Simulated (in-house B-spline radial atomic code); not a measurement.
A run on an ion of nuclear charge 60 with 60.3 electrons that did not converge. Method: scalar-relativistic (X2C) PBE0, spin-polarised, spherical fractional occupations, Fermi nucleus of rms radius 4.9123 fm; computed with a B-spline radial code for spherical atoms.

Command:
```bash
python run_scf.py task.json out
```
Settings (nuclear radius in fm, mass in u):
```
Z                60
configuration    [Xe] 4f4.3 6s2
hamiltonian      x2c
method           pbe0
spin_polarised   True
nucleus          fermi
rms_radius       4.9123
atomic_mass      141.90773
speed_of_light   137.035999084
```

First and last ten iterations of the last attempt (damped for 15 steps, keeping 80 % of the old Fock matrix, then DIIS):
```
 iter        energy (Eh)    residual
    1       -9609.678757    5.14e-01
    2       -9609.167916    6.38e-01
    3       -9616.160893    4.09e-01
    4       -9619.726808    2.50e-01
    5       -9621.445859    1.54e-01
    6       -9622.226107    9.31e-02
    7       -9622.559450    5.96e-02
    8       -9622.694923    3.66e-02
    9       -9622.749103    2.63e-02
   10       -9622.771807    1.95e-02
  111       -9615.714184    2.15e-01
  112       -9615.713767    2.15e-01
  113       -9615.730406    2.15e-01
  114       -9615.725080    2.15e-01
  115       -9615.716086    2.16e-01
  116       -9615.724061    2.15e-01
  117       -9622.795708    2.28e-03
  118       -9622.795729    2.20e-03
  119       -9622.795748    2.15e-03
  120       -9615.734617    2.15e-01
 not converged after 120 iterations
```

The smallest residual met was 3.1e-05; the threshold is about 6e-07. No energy from this run should be used. The likely cause: this method binds the added charge weakly or not at all at the basis-set limit, so charge moves back and forth between the atom and the box. Cost of the run: 6.6 s on 1 thread of Arm Neoverse V2, with other jobs on the host.
